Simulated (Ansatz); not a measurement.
Reaction: GeSiH6 (SMILES [SiH3][GeH3]) → GeSiH5 (SMILES [SiH3][GeH2], doublet) + H (doublet) (the Ge-H bond breaks)
Each species at its own B3LYP-D3(BJ)/def2-TZVP minimum (Ansatz, a quantum-chemistry and plane-wave program).

Quantity: bond dissociation energy (electronic), in kcal/mol. UHF or UKS for unpaired electrons; spin-orbit terms are left out. Cores are frozen in correlated methods (noble-gas shells, and filled d and f shells in the p block). No relativity. CBS(X,Y): correlation extrapolated as X^-3, Hartree-Fock from the larger set. A bracket is a step between two methods taken in the basis named. Double hybrids freeze cores in their MP2 part. Where a partner has so few electrons that a lower coupled-cluster level is exact, that level stands in.

CCSD(T)/CBS(def2-TZVPP,def2-QZVPP) + [CCSDT(Q) - CCSD(T)]/def2-SVP (Ansatz) gives 86.4 kcal/mol.

Question: How far off this value is PBE/def2-TZVPD (Ansatz), in which direction, and how far these levels: r2SCAN/def2-TZVPD, B3LYP/def2-TZVPD, PBE0/def2-TZVPD, wB97M-V/def2-TZVPD, B2PLYP/def2-TZVPD, CCSD(T)/CBS(def2-TZVPP,def2-QZVPP)?

Answer: PBE gives 82.7 kcal/mol, 3.7 kcal/mol below it. Differences of the others: r2SCAN/def2-TZVPD (Ansatz) -2.7; B3LYP/def2-TZVPD (Ansatz) -1.0; PBE0/def2-TZVPD (Ansatz) -3.1; wB97M-V/def2-TZVPD (Ansatz) -0.3; B2PLYP/def2-TZVPD (Ansatz) -1.7; CCSD(T)/CBS(def2-TZVPP,def2-QZVPP) (Ansatz) 0.0 kcal/mol.
